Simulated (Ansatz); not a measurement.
Input for Ansatz (a quantum-chemistry and plane-wave program): R-CCSDT(Q)/cc-pV(D+d)Z on PH (SMILES [PH]), 2S+1 = 1, a spin state set in the input, which need not be the lowest, at the other state's geometry. Files ending in .json are basis or fitting sets from the Basis Set Exchange.

Ansatz 0.2 input:
```yaml
crystal:
  periodic: [false, false, false]
  atoms:
    - {symbol: P, position_ang: [-0.00000000, -0.00000000, -0.08928300]}
    - {symbol: H, position_ang: [0.00000000, 0.00000000, 1.33924506]}
basis:
  gaussian:
    orbitals: cc-pV_D+d_Z.json
magnetization: {spin_polarized: false}
correlation: {method: ccsdt_q, electrons: outside_noble_gas}
scf: {omitted_lower_state_checks: [cluster_reference]}
```

The log:

```
Functional definition: HF
[...]
these checks for a lower state are left out or cut short: cluster_reference
integrals: 0.01 GiB planned
468 factors; integrals over basis functions are off by at most 1.3e-7 eV
mean field: 0.05 GiB planned
mean field evaluation 1: about -9284.6694 eV, gradient 6.4e0 eV
mean field evaluation 2: about -9284.6697 eV, gradient 6.4e0 eV
mean field evaluation 4: about -9284.8568 eV, gradient 4.0e-1 eV
mean field evaluation 8: about -9284.8572 eV, gradient 8.6e-4 eV
mean field evaluation 16: about -9284.8572 eV, gradient 6.1e-5 eV
mean field -9284.85721417 eV, -341.2122091185 hartree, gradient 9.7e-7 eV, S^2 0.000000; 2 other end points of the search recorded, 0 dependent functions left out; unrestricted orbitals would lower it
5 core orbitals not correlated
reference -9284.85721417 eV, -341.2122091185 hartree; 3, 3 occupied and 20, 20 virtual orbitals, 468 factors
second order -2.60959776 eV of doubles, -0.00000000 eV of singles
coupled cluster: 0.06 GiB planned
cycle   1  -3.13561929 eV  change   -5.3e-1 eV  update   6.8e-2
cycle   2  -3.45365812 eV  change   -3.2e-1 eV  update   3.8e-2
cycle   3  -3.49370485 eV  change   -4.0e-2 eV  update   2.5e-2
cycle   4  -3.52119252 eV  change   -2.7e-2 eV  update   2.3e-2
cycle   5  -3.60005237 eV  change   -7.9e-2 eV  update   2.1e-2
cycle   6  -3.79741665 eV  change   -2.0e-1 eV  update   1.8e-2
cycle   7  -3.79907478 eV  change   -1.7e-3 eV  update   7.0e-3
cycle   8  -3.85025613 eV  change   -5.1e-2 eV  update   4.4e-3
cycle   9  -3.81810903 eV  change    3.2e-2 eV  update   2.3e-3
cycle  10  -3.83344970 eV  change   -1.5e-2 eV  update   1.7e-3
cycle  11  -3.83266185 eV  change    7.9e-4 eV  update   2.3e-4
cycle  12  -3.83300547 eV  change   -3.4e-4 eV  update   7.8e-5
cycle  13  -3.83306539 eV  change   -6.0e-5 eV  update   2.0e-5
cycle  14  -3.83299544 eV  change    7.0e-5 eV  update   1.1e-5
cycle  15  -3.83298049 eV  change    1.5e-5 eV  update   2.8e-6
cycle  16  -3.83297760 eV  change    2.9e-6 eV  update   8.1e-7
cycle  17  -3.83297965 eV  change   -2.1e-6 eV  update   3.7e-7
cycle  18  -3.83297865 eV  change    1.0e-6 eV  update   1.4e-7
cycle  19  -3.83297855 eV  change    1.0e-7 eV  update   4.6e-8
coupled cluster: 0.06 GiB planned
perturbative correction -0.00902795 eV, -0.0003317710 hartree
WARN: these amplitudes may be one of several solutions (largest doubles amplitude 0.95, level shift 0.00 eV)
Total energy: -9288.69922066 eV, -341.3534002529 hartree
Checks for a lower state left out: cluster_reference
```

The run converged.

Warnings raised: other roots.

Cost: very roughly 1.5 core-seconds.
